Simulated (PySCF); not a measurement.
# Telling isomers of C6H6O4 apart by NMR

[PySCF: structure optimised with GFN2-xTB; NMR shieldings at PBE0/pcSseg-1/GIAO; one conformer; non-relativistic Hamiltonian; gas phase; rapidly exchanging positions averaged]

δ = σ(ref) − σ, references computed at the same level: TMS for ¹H (σ = 31.72 ppm), ¹³C (σ = 186.93 ppm). Where no couplings were computed, multiplicities follow the n + 1 count of equivalent neighbours, and m marks all less simple cases (inequivalent or close neighbours, rings, F or P nearby). Acid and N–H amide carbonyl carbons lie up to 10 ppm further downfield in solution (hydrogen bonding). Shifts are as computed. Against solution values, carbons near 30 ppm lie about +3 ppm off and those near 130 ppm about +5 ppm (rms about the fit 2.1 ppm; single classes can miss by 10 ppm). Of 1328 compounds with measured shifts, 309 miss one by over three times the rms of a fit or turn the order of signals round; such compounds aren't used in these exercises. Signals without a measured value on file couldn't be tested in this way; 1H shifts scatter by 0.2 ppm about their fit, and single ones miss by 0.5 ppm. OH and NH positions are gas-phase values without hydrogen bonding to other molecules.

(1) Tabulate the signals of `CC(=O)O[C@H]1C=C1C(=O)O`, `C=C[C@H]1COC(=O)C(=O)O1`, `CC(=O)O[C@H]1C=COC1=O`, `COC(=O)c1ccc(O)o1` and their relative energies.

(2) What is the quickest way to tell C=C[C@H]1COC(=O)C(=O)O1 from COC(=O)c1ccc(O)o1?

(3) What is the quickest way to tell CC(=O)O[C@H]1C=COC1=O from COC(=O)c1ccc(O)o1?

(4) What is the quickest way to tell CC(=O)O[C@H]1C=C1C(=O)O from C=C[C@H]1COC(=O)C(=O)O1?

Answers

(1) 
```json
{"SMILES": "CC(=O)O[C@H]1C=C1C(=O)O", "carbon types": "3×C 2×CH 1×CH3", "δC": "176.1, 164.7, 138.8, 129.9, 51.3, 23.5", "δH": "8.14 (d, 1H), 6.75 (br s, 1H), 5.82 (m, 1H), 2.06 (s, 3H)", "E rel. (kcal/mol)": "32.3"}
{"SMILES": "C=C[C@H]1COC(=O)C(=O)O1", "carbon types": "2×C 2×CH 2×CH2", "δC": "160.3, 159.4, 140.2, 129.7, 79.5, 70.4", "δH": "6.08 (m, 1H), 6.02 (m, 1H), 5.86 (m, 1H), 5.01 (m, 1H), 4.63 (m, 1H), 4.37 (m, 1H)", "E rel. (kcal/mol)": "15.6"}
{"SMILES": "CC(=O)O[C@H]1C=COC1=O", "carbon types": "2×C 3×CH 1×CH3", "δC": "177.5, 175.4, 154.5, 115.5, 68.7, 22.6", "δH": "7.08 (d, 1H), 6.86 (m, 1H), 5.64 (m, 1H), 2.28 (s, 3H)", "E rel. (kcal/mol)": "0.0"}
{"SMILES": "COC(=O)c1ccc(O)o1", "carbon types": "3×C 2×CH 1×CH3", "δC": "167.0, 164.2, 139.7, 132.0, 90.7, 53.1", "δH": "7.63 (m, 1H), 5.68 (m, 1H), 5.15 (br s, 1H), 3.98 (s, 3H)", "E rel. (kcal/mol)": "3.1"}
```

Energies are electronic energies at PBE0/pcSseg-1 on these geometries, without zero-point or thermal terms, each for the one conformer computed, which needn't be the lowest.

(2) Both give the same number of carbon signals, but DEPT or the intensities differ. The first has a terminal =CH2 carbon at 129.7 ppm, the second a methyl carbon bonded to O (CH3) at 53.1 ppm. Their most deshielded carbons lie at 160.3 and 167.0 ppm. In the proton spectra the most deshielded non-exchanging signals are 6.08 (m, 1H) and 7.63 (m, 1H).

(3) Both give the same number of carbon signals, but DEPT or the intensities differ. The first has a methyl carbon α to a carbonyl (CH3) at 22.6 ppm, the second a substituted aromatic carbon next to the ring oxygen (C) at 139.7 ppm. Their most deshielded carbons lie at 177.5 and 167.0 ppm. In the proton spectra the most deshielded non-exchanging signals are 7.08 (d, 1H) and 7.63 (m, 1H).

(4) Both give the same number of carbon signals, but DEPT or the intensities differ. The first has a methyl carbon α to a carbonyl (CH3) at 23.5 ppm, the second a terminal =CH2 carbon at 129.7 ppm. Their most deshielded carbons lie at 176.1 and 160.3 ppm. In the proton spectra the most deshielded non-exchanging signals are 8.14 (d, 1H) and 6.08 (m, 1H).
